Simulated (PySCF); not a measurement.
A structure optimised at PBE0-D3(BJ)/def2-TZVP, used in a PySCF frequency run:

```
In
N 1 2.0073
H 2 1.0061 1 124.33
H 2 1.0061 3 111.34 1 180.00
H 1 1.7123 2 114.97 3 180.00
H 1 1.7123 5 130.05 2 180.00
```
Charge 0, spin multiplicity 1.

Question: Write its SMILES, formula and point group.

Answer: [NH2][InH2], H4InN, C2v

Question: What are its rotational constants (standard atomic weights)?

Answer: 80.873, 7.9943, 7.2751 GHz
